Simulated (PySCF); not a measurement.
A species of formula [C7H11N2]+ has this rotational fingerprint, computed with PySCF 2.14.0, PBE0-D3(BJ)/def2-SVP geometry optimisation, gas phase:

* Rotational constants: A = 4674, B = 949.1, C = 796.4 MHz
* Dipole components (about the centre of mass): |μa| = 8.06 D, |μb| = 0.49 D, |μc| = 0.10 D
* Inertial defect: -6.02 u·Å²
* κ: -0.92

Problem. Which candidate fits, each taken in the one conformer that was computed?
A. `[CH3:1][NH:2][c:3]1[cH:4][cH:5][c:6]([NH3+:7])[cH:8][cH:9]1` (charge +1) with C1–N2–C3–C4 0°
B. `[CH3:1][C:2](/[CH:3]=[CH:4]/[C:5]#[N:6])=[N+:7]([CH3:8])[CH3:9]` (charge +1) with C1–C2–C3–C4 -11°

Solution. A. It is CNc1ccc([NH3+])cc1, a near-prolate asymmetric top. The candidates at the same level (rigid rotor, commonest isotopes):

```json
{"SMILES": "CNc1ccc([NH3+])cc1", "A (MHz)": "4674", "B (MHz)": "949.1", "C (MHz)": "796.4", "μa (D)": "8.06", "μb (D)": "0.49", "μc (D)": "0.10", "Δ (u·Å²)": "-6.02", "point group": "–", "rotor": "near-prolate asymmetric top"}
{"SMILES": "CC(/C=C/C#N)=[N+](C)C", "A (MHz)": "3671", "B (MHz)": "770.4", "C (MHz)": "645.8", "μa (D)": "7.87", "μb (D)": "1.16", "μc (D)": "0.17", "Δ (u·Å²)": "-11.03", "point group": "C1", "rotor": "near-prolate asymmetric top"}
```

`CC(/C=C/C#N)=[N+](C)C` has A 21 % too low. No structure here is proved a minimum.
